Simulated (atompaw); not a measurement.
**Before and after: PAW (atompaw) potential for chromium**

atompaw 4.2.0.5 input, output lines left out:

```
Cr 24
GGA-PBE scalarrelativistic loggrid 1500 logderivrange -3 5 201
4 4 3 0 0 0
4 0 0.5
4 1 0
3 2 5
0 0 0
c
c
c
v
c
c
v
v
2
3.00 2.20 2.80 2.45
y
0.4
n
y
1.1
n
y
3.05
n
bloechl besselshape
3 0 ultrasoft
```

All-electron outer shells of the reference configuration (PBE, scalar-relativistic, ld1.x):

```json
{"shell": "3p", "level (eV)": "-48.75", "outermost node (bohr)": "0.33", "outermost maximum (bohr)": "0.80"}
{"shell": "4s", "level (eV)": "-6.86", "outermost node (bohr)": "1.12", "outermost maximum (bohr)": "2.68"}
{"shell": "3d", "level (eV)": "-6.21", "outermost node (bohr)": "–", "outermost maximum (bohr)": "0.84"}
{"shell": "4p", "level (eV)": "-3.36", "outermost node (bohr)": "1.24", "outermost maximum (bohr)": "3.52"}
```

Change: local potential ultrasoft scheme with l = 3 at 0 Ry, radius 1.30 bohr.

Cutoffs: the cutoffs (Ry, on a coarse ladder) from which the occupation-weighted sum of valence levels, in a spherical-Bessel basis at the reference potential, stays within 10 and 1 mRy of its value at 400 Ry; they do not see the model core or the augmentation charge, which bear on the density cutoff.

Task: What does the change do?

Result: The potential gets harder (18 Ry and 25 Ry → 50 Ry and 70 Ry); a bound ghost appears in p, s, which as a rule spoils a file; the range in which the p phases agree widens (upper end 0.6 → 3.4). A state that the projectors do not describe sees the local part alone, so a deeper or shallower local part can create or remove a ghost.

| quantity | base | changed |
| --- | --- | --- |
| cutoff, loose | 18 Ry | 50 Ry |
| cutoff, tight | 25 Ry | 70 Ry |
| loose cutoff by channel (10 mRy a level) | s 6 Ry, d 15 Ry | s 50 Ry, d 40 Ry |
| bound ghosts | none | s, p |
| s: phases at 3.01 bohr within 0.05 rad from the reference energy up to (Ry; the scan ends near 5) | 2.5 | 2.6 |
| p: phases at 3.01 bohr within 0.05 rad from the reference energy up to (Ry; the scan ends near 5) | 0.6 | 3.4 |
| d: phases at 3.01 bohr within 0.05 rad from the reference energy up to (Ry; the scan ends near 5) | 0.6 | 0.9 |
| lowest overlap eigenvalue by channel | s 0.02, p 0.05, d 0.86 | s 0.00, p 0.03, d 0.63 |

 A true bound ghost makes a file unfit for plane-wave use even where its test errors are small: the radial tests pick states by their node count and pass the ghost by. The cutoffs see the waves, projectors and local potential, not the compensation charge or the core.
